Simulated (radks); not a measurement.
The numbers below are computed, except where a source is named.
The fluorine anion F- inside a hard spherical wall (all orbitals vanish at R), configuration held at [Ne] and not refilled when levels cross. Code: a radial shooting solver on a logarithmic mesh with Libxc functionals. Model: non-relativistic Kohn-Sham, LDA (Slater exchange, VWN5 correlation), spin-polarised, spherical densities, point nucleus. Eigenvalues in eV for spin up, with the zero of energy where the potential of the charges vanishes at infinity; a dash marks a level that is unbound or too diffuse for the functional's potential to be trusted. A positive occupied level is held by the wall or, in an anion where self-interaction has pushed it up, behind a barrier. The pressure on the wall is -dE/dV.

R (bohr),E (hartree),kinetic (hartree),e(1s),e(2s),e(2p),"e(3s, empty)","e(3p, empty)",pressure (GPa)
12,-99.26688,98.818,-644.05,-16.580,1.215,4.131,4.868,0.00125
8,-99.26512,98.827,-643.78,-16.343,1.441,6.517,8.368,0.0539
7,-99.26272,98.838,-643.54,-16.138,1.641,7.817,10.237,0.176
5,-99.23721,98.948,-641.94,-14.901,2.887,13.786,18.160,3.08
4,-99.16843,99.225,-639.20,-12.966,4.949,22.094,28.008,18.8
3,-98.84518,100.433,-630.95,-7.568,11.000,44.554,51.763,178
2,-96.57805,107.428,-599.31,14.029,34.998,130.33,131.75,3320
1.5,-90.85982,121.518,-553.07,53.748,75.338,278.35,257.93,21600
